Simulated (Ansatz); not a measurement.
# Ligand exchange: GeH3F + SiH2(NH2)(SiH3) → GeH3(NH2) + SiH2(SiH3)F

Species: GeH3F `[F][GeH3]`, singlet; SiH2(NH2)(SiH3), singlet; GeH3(NH2), singlet; SiH2(SiH3)F, singlet. The partners trade F for NH2: Ge–F and Si–NH2 bonds give way to Ge–NH2 and Si–F.

Shapes, held fixed at every level: PBE0-D4/def2-TZVP. Flexible molecules stand in one conformer, not always the lowest. Programs: Ansatz 0.2.0. Electronic energies: no zero-point or thermal term.

```tsv
level	kind	ΔE (kJ/mol)	less CCSD(T)/def2-TZVPP
HF/def2-TZVPP	Hartree–Fock	-24.1	+2.2
r2SCAN-D4/def2-TZVPP	meta-GGA	-21.9	+4.4
PBE0-D4/def2-TZVPP	global hybrid	-21.0	+5.3
r2SCAN0-D4/def2-TZVPP	global hybrid	-22.7	+3.6
wB97X-V/def2-TZVPP	range-separated hybrid	-21.2	+5.1
CCSD/def2-SVP	coupled cluster or CI	-16.0	+10.3
CCSD/def2-TZVPP	coupled cluster or CI	-26.7	-0.4
CCSD(T)/def2-TZVPP	coupled cluster or CI	-26.3	0.0
```

The highest level, CCSD(T)/def2-TZVPP, gives ΔE = -26.3 kJ/mol; the levels span -26.7 to -16.0. The column of differences is taken from that level and isn't an error. No measured value is set beside it here. Relativity is left out for Ge unless named. Correlated rows may include outer-core shells of Ge, which these sets cover unevenly.
